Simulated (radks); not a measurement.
The numbers below are computed, except where a source is named.
Problem. These are the eigenvalues of the occupied orbitals of an atom or ion with whole-number occupations (eV). Code: a radial shooting solver on a logarithmic mesh with Libxc functionals. Model: scalar-relativistic Kohn-Sham, PBE, spin-polarised, spherical densities, point nucleus.

1s down: -19825.43
1s up: -19825.41
2s up: -2802.525
2s down: -2802.035
2p up: -2505.603
2p down: -2505.241
3s up: -479.3558
3s down: -479.1039
3p up: -382.0828
3p down: -381.7984
3d up: -223.8905
3d down: -223.4410
4s up: -68.4403
4s down: -65.6985
4p up: -42.7661
4p down: -39.6947
4d up: -8.0674
6s up: -1.5090

Which element is it, and in what charge state? The configuration may be excited. Open shells, if any, are filled with parallel spins first.

Solution. Z = 42, molybdenum, charge 0: Mo in [Kr] 4d5 6s1. The list shows which subshells hold electrons but not how many an open one holds; the 1s level, -728.57 hartree, gives Z - s = 38.2 by -(Z - s)^2/2, which with screening and relativity narrows Z to a few neighbours, and the depths of the outer levels then fix element, charge and occupations together.
